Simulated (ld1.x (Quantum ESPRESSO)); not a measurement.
Which change was made? (Cu, PAW)

ld1.x (Quantum ESPRESSO) 7.5 input, shortened:

```
&input
   title='Cu', zed=29., rel=1, dft='PBESOL', iswitch=3,
   config='[Ar] 3d10 4s1 4p0'
 /
 &inputp
   pseudotype=3, lpaw=.true., tm=.true., lloc=-1, rcloc=1.30,
   nlcc=.true.,
   which_augfun='BG', rmatch_augfun=1.30
 /
6
4S  1  0   1.00   0.00  1.85  2.55  0.0
4S  1  0   0.00   0.15  1.85  2.55  0.0
4P  2  1   0.00   0.00  2.00  2.60  0.0
4P  2  1   0.00   1.05  2.00  2.60  0.0
3D  3  2  10.00   0.00  1.15  1.25  0.0
3D  3  2   0.00   2.25  1.15  1.25  0.0
 &test
   configts(1)='3d10 4s1 4p0'
 /
```

Cutoffs, loose and tight: the cutoffs (Ry, on a coarse ladder) from which the occupation-weighted sum of valence levels, in a spherical-Bessel basis at the reference potential, stays within 10 and 1 mRy of its value at 400 Ry. They do not see the model core or the augmentation charge, which bear on the density cutoff. Test errors are all-electron minus pseudo excitation energies from the reference, over the configurations 3d10 4s0 4p0; 3d9 4s0 4p0; 3d8 4s0 4p0; 3d9 4s2 4p0; 3d7 4s0 4p0; 3d9 4s1 4p0; 3d9 4s1 4p1; variants that change the core or the reference have their own tests. The largest error is taken over the tests solved by every variant that gives reliable tests at all, those not shown here included: 3d10 4s0 4p0; 3d8 4s0 4p0; 3d9 4s0 4p0.

The base gives: outcome: generated; cutoff, loose: 70 Ry; cutoff, tight: 120 Ry; bound ghosts: s; largest test error (meV): -479.

Problem. After one change the result is: outcome: generated; cutoff, loose: 70 Ry; cutoff, tight: 120 Ry; bound ghosts: none; largest test error (meV): -479. Which change was it?
A. local potential all-electron potential smoothed inside 1.78 bohr (lloc = -1)
B. local potential all-electron potential smoothed inside 2.94 bohr (lloc = -1)
C. local potential all-electron potential smoothed inside 1.02 bohr (lloc = -1)

Solution. A. The others give: local potential all-electron potential smoothed inside 2.94 bohr (lloc = -1) → outcome: generated; cutoff, loose: 90 Ry; cutoff, tight: 120 Ry; bound ghosts: none; largest test error (meV): -482 | local potential all-electron potential smoothed inside 1.02 bohr (lloc = -1) → outcome: generated, overlap not positive; bound ghosts: not determined (overlap not positive); largest test error (meV): -479. A file whose overlap is not positive is unfit for use, and its test errors describe a broken file.
